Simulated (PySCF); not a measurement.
Species: `C[N+](C)([AlH3-])CCC#N`. The columns A, B, C and D hold Mulliken, IAO, Hirshfeld and ESP-fitted charges (e) of one PBE0/pcSseg-1 density (PySCF), in a shuffled order. Coordinates in Å (PBE0-D3(BJ)/def2-SVP); the density's dipole moment is (-1.15, -1.14, -4.77) D.

| atom | x | y | z | A | B | C | D |
| --- | --- | --- | --- | --- | --- | --- | --- |
| C1 | -1.021 | 1.057 | -1.267 | -0.048 | -0.522 | -0.101 | -0.303 |
| N2 | -0.482 | 0.069 | -0.318 | -0.018 | -0.003 | -0.778 | -0.184 |
| C3 | -0.616 | -1.281 | -0.883 | -0.050 | -0.483 | -0.106 | -0.305 |
| Al4 | -1.667 | 0.187 | 1.403 | +0.288 | +0.699 | +0.594 | +0.388 |
| C5 | 0.925 | 0.416 | -0.044 | 0.000 | -0.116 | -0.030 | -0.142 |
| C6 | 1.576 | -0.404 | 1.068 | -0.035 | -0.213 | -0.226 | -0.289 |
| C7 | 2.977 | -0.037 | 1.217 | +0.089 | +0.352 | +0.062 | +0.138 |
| N8 | 4.089 | 0.266 | 1.309 | -0.221 | -0.452 | -0.240 | -0.237 |
| H9 | -1.000 | 2.054 | -0.808 | +0.061 | +0.179 | +0.162 | +0.163 |
| H10 | -0.423 | 1.071 | -2.195 | +0.049 | +0.182 | +0.126 | +0.138 |
| H11 | -2.062 | 0.804 | -1.504 | +0.059 | +0.220 | +0.158 | +0.168 |
| H12 | -0.055 | -1.369 | -1.830 | +0.049 | +0.185 | +0.126 | +0.138 |
| H13 | -1.679 | -1.484 | -1.073 | +0.063 | +0.191 | +0.161 | +0.166 |
| H14 | -0.255 | -2.032 | -0.169 | +0.056 | +0.183 | +0.156 | +0.159 |
| H15 | -1.135 | 1.596 | 1.971 | -0.194 | -0.311 | -0.247 | -0.225 |
| H16 | -3.116 | 0.142 | 0.714 | -0.193 | -0.316 | -0.266 | -0.219 |
| H17 | -1.197 | -1.133 | 2.192 | -0.194 | -0.323 | -0.271 | -0.232 |
| H18 | 1.510 | 0.312 | -0.977 | +0.045 | +0.116 | +0.141 | +0.138 |
| H19 | 0.948 | 1.477 | 0.244 | +0.057 | +0.147 | +0.170 | +0.166 |
| H20 | 1.526 | -1.485 | 0.864 | +0.067 | +0.148 | +0.181 | +0.177 |
| H21 | 1.057 | -0.241 | 2.027 | +0.068 | +0.136 | +0.227 | +0.198 |

Which column most likely holds the ESP-fitted charges?

B. Σ q r misses the density's dipole by 0.08 D (B), 0.45 D (C), 1.00 D (D), 1.05 D (A). Charges fitted to the outside potential are the only set here that is tied to the molecule's multipoles.

And the Hirshfeld charges?

A. The mean sizes are 0.091 e (A), 0.203 e (D), 0.216 e (C), 0.261 e (B), and Hirshfeld charges are commonly the smallest of these schemes.

As computed, A = Hirshfeld, B = ESP-fitted, C = Mulliken, D = IAO. Hydrogens on carbon: Hirshfeld +0.05 to +0.07, ESP-fitted +0.12 to +0.22, Mulliken +0.13 to +0.23, IAO +0.14 to +0.20 e.

The Mulliken scheme gives each basis function's population to the atom it is centred on and halves the overlap population of two atoms between them. The IAO scheme counts the electrons in orthogonalised intrinsic atomic orbitals, a minimal basis polarised so that it spans the occupied orbitals exactly.

Isolated species at its PBE0-D3(BJ)/def2-SVP geometry (one conformer only).

The values belong to the conformer `[CH3:1][N+:2]([CH3:3])([AlH3-:4])[CH2:5][CH2:6][C:7]#[N:8]`: C1–N2–C5–C6 172°, N2–C5–C6–C7 177°.
